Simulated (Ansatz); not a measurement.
Relaxed structures of InH$_{3}$ClO (charge +1), singlet (PBE0-D4/def2-TZVP; forces vanish, vibrations not checked; lower isomers may exist, and structures with a doubtful reference or unclear bonds are left out; Å). Ansatz 0.2.0; basis: def2-TZVPP; cores frozen in the correlated methods. Filled d shells of the heavier atoms are correlated. Core potentials replace the inner electrons of the atoms past krypton. The def2 sets are not built for correlating such inner shells, so the correlated values are less sure here.

Q: Rank them by CCSD(T) energy, lowest first, and give each one's height above the lowest. Links in brackets join atoms within 1.22 times the sum of their covalent radii (1.1 for two metals). (Judge from chemistry; the value comes from the calculation.)
A.
InH₃ClO ([Cl][OH][InH2]), total charge +1
```
6
angstrom
O 0.4305 -0.4694 -0.4502
In -0.6527 1.0001 0.9866
Cl -0.3717 -1.4488 -1.5647
H -2.2042 0.6645 0.4737
H 0.7443 1.5562 1.7161
H 1.3778 -0.6535 -0.5469
```
B.
InH₃ClO ([OH2][InH][Cl]), total charge +1
```
6
angstrom
O -0.3820 0.6838 0.6810
In 0.6719 -0.7298 -0.6998
Cl -1.2108 -1.4607 -1.6635
H -1.3443 0.7727 0.6759
H -0.0197 1.2810 1.3475
H 2.2848 -0.5470 -0.3412
```
C.
InH₃ClO ([OH][InH][ClH]), total charge +1
```
6
angstrom
O -1.0354 0.3215 0.3466
In 0.6112 -0.3545 -0.3591
Cl -1.0344 -2.0247 -1.6075
H -1.0173 1.0627 0.9622
H -2.0298 -1.4312 -1.0265
H 2.1634 -0.7185 -0.7965
```

A: The calculation gives: B (0.0 kJ/mol), C (127.4 kJ/mol), A (366.4 kJ/mol). Heights count from the lowest.

T1 diagnostic: at most 0.016.

For scale, one of the runs: CCSD(T)/def2-TZVPP, 165 basis functions, launched by `ansatz run in.yaml --threads 2 --pin off --events-out ev --progress --plain --max-ram 4352MiB`. Hardware: 2 CPU threads of an Arm Neoverse V2, shared host. Wall time 45 s; peak host memory 1.4 GiB.
